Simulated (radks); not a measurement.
Te16+, 36 electrons, occupied as [Ar] 3d9 4s2 4p6 5s1 (not the ground configuration).

Calculated with a radial shooting solver on a logarithmic mesh with Libxc functionals: Dirac Kohn-Sham, PBE, spin-unpolarised, spherical densities, finite nucleus; open shells are shared between the two j in proportion to 2j + 1; Fermi nuclear charge, rms radius 4.7423 fm.

Energy parts (eV):
| part | energy |
|---|---|
| total | -181669.903 |
| kinetic | 192372.253 |
| electron-nucleus | -425929.747 |
| Hartree | 56231.834 |
| exchange-correlation | -4344.243 |

Orbitals (lengths in bohr, moments of r in powers of bohr; <r^-3> diverges for s and p1/2; r(max) is where P^2 peaks):
orbital,occ.,eigenvalue (eV),<r^-3>,<1/r>,<r^4>,r(max)
1s1/2,2,-32057.60,-,55.57,2.873e-06,0.01793
2s1/2,2,-5301.167,-,12.95,0.0004889,0.1015
2p1/2,2,-4996.622,-,12.93,0.0003131,0.07794
2p3/2,4,-4721.912,4911,11.97,0.0003727,0.08264
3s1/2,2,-1387.345,-,4.672,0.02016,0.2906
3p1/2,2,-1263.340,-,4.586,0.01907,0.2767
3p3/2,4,-1210.319,968.6,4.349,0.02173,0.2870
3d3/2,3.6,-994.9006,155.8,4.211,0.01707,0.2324
3d5/2,5.4,-983.6046,144.7,4.150,0.01777,0.2353
4s1/2,2,-523.6733,-,2.049,0.4133,0.6643
4p1/2,2,-476.9602,-,1.974,0.4593,0.6731
4p3/2,4,-463.7505,243.9,1.903,0.5070,0.6919
4d3/2,0,-386.2780,35.88,1.764,0.6152,0.7023
4d5/2,0,-383.6916,33.29,1.747,0.6318,0.7077
5s1/2,1,-267.0286,-,1.095,4.523,1.284
5p1/2,0,-247.5377,-,1.053,5.253,1.330
5p3/2,0,-242.7791,88.34,1.025,5.663,1.358

The highest occupied level is 5s1/2 at -267.03 eV. The configuration is held as typed, so some empty levels lie below it. The electron density at the nucleus is 2.285e+05 e/bohr^3. The density falls to 0.001 e/bohr^3 at r = 2.23 bohr.
